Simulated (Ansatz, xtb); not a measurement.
# C4H3ClFN: which of two isomers lies lower

Structure I is `Fc1c[nH]c(Cl)c1`, a singlet and structure II is `Fc1ccc(Cl)[nH]1`, a singlet. Both are isolated molecules in the gas phase, relaxed with r2SCAN-D4/def2-SVP.

Quicker runs give these differences E(II) − E(I): GFN2-xTB −0.033 eV; HF/STO-3G −0.087 eV (at GFN2-xTB geometries); r2SCAN-D4/def2-SVP//GFN2-xTB −0.024 eV.

Estimate E(II) − E(I) at the level CCSD(T)/def2-SVP + ΔMP2/def2-TZVPP.

Too close to call at this level: CCSD(T)/def2-SVP + ΔMP2/def2-TZVPP gives E(II) − E(I) = −0.013 eV.

How the difference moves with the method:

```tsv
level	geometry	E(II) − E(I) (eV)	departure from the last row (eV)	job, with rough time for the two
GFN2-xTB	GFN2-xTB	−0.033	−0.020	optimisation, 0.17 s
HF/STO-3G	GFN2-xTB	−0.087	−0.074	single point, 0.88 s
r2SCAN-D4/def2-SVP//GFN2-xTB	GFN2-xTB	−0.024	−0.010	single point, 5.9 s
r2SCAN-D4/def2-SVP	r2SCAN-D4/def2-SVP	−0.024	−0.011	optimisation, 29 s
HF/def2-SVP	r2SCAN-D4/def2-SVP	−0.056	−0.043	part of the CCSD(T) run
MP2/def2-SVP	r2SCAN-D4/def2-SVP	−0.029	−0.016	part of the CCSD(T) run
CCSD(T)/def2-SVP	r2SCAN-D4/def2-SVP	−0.034	−0.021	single point
CCSD(T)/def2-SVP + ΔMP2/def2-TZVPP	r2SCAN-D4/def2-SVP	−0.013		single point, 56 s
```

As drawn, both hold the same kinds of bond in the same numbers.

The largest departure from CCSD(T)/def2-SVP + ΔMP2/def2-TZVPP is that of HF/STO-3G, 0.074 eV. The last row adds to CCSD(T) the change of the MP2 difference between the two basis sets, here +0.021 eV.

With thermal terms from frequencies at re-optimised GFN2-xTB minima (ideal gas, soft modes damped towards free rotors, one conformer each, 298.15 K, 1 atm): the zero-point term adds 0.000 eV; ΔH is −0.013 and ΔG −0.014 eV.

The correlated steps freeze 11 core orbitals. Run with Ansatz 0.2.0, xtb 6.7.1; the last row on 2 threads of Intel(R) Xeon(R) Processor @ 2.70GHz on a shared host.
